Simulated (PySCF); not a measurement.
Several species in one continuum solvent.

Level: PBE0/pcSseg-1 in PySCF, non-relativistic, each on one gas-phase PBE0-D3(BJ)/def2-SVP geometry that isn't relaxed in the solvent. The solvent is an IEF-PCM continuum (cavity from Bondi-type radii × 1.2). Specific hydrogen bonds and non-electrostatic terms are outside this model.

**Question.** Order them by E(solvent) − E(gas) in acetonitrile (ε = 35.69), most negative first (kcal/mol).
A. `[CH2:1]=[CH:2][O:3]/[CH:4]=[CH:5]\[C:6](=[O:7])[O:8][CH3:9]` with C1–C2–O3–C4 180°, C2–O3–C4–C5 179°, C4–C5–C6–O7 1°, C5–C6–O8–C9 180°
B. `Clc1cccc2[SiH2]C=Cc12`
C. `C(C=S)#N`

**Answer.** A (-9.1), C (-4.6), B (-3.1).

```json
{"SMILES": "C=CO/C=C\\C(=O)OC", "charge": "0", "ΔE (kcal/mol)": "-9.1", "polarisation term (kcal/mol)": "-10.9", "HOMO shift (eV)": "-0.04", "dipole gas (D)": "2.47", "dipole solvent (D)": "3.50", "atoms": "17"}
{"SMILES": "N#CC=S", "charge": "0", "ΔE (kcal/mol)": "-4.6", "polarisation term (kcal/mol)": "-5.6", "HOMO shift (eV)": "+0.20", "dipole gas (D)": "2.53", "dipole solvent (D)": "3.29", "atoms": "5"}
{"SMILES": "Clc1cccc2c1C=C[SiH2]2", "charge": "0", "ΔE (kcal/mol)": "-3.1", "polarisation term (kcal/mol)": "-3.5", "HOMO shift (eV)": "0.00", "dipole gas (D)": "1.28", "dipole solvent (D)": "1.82", "atoms": "17"}
```

The polarisation term is half the interaction of the solute with the induced surface charges.
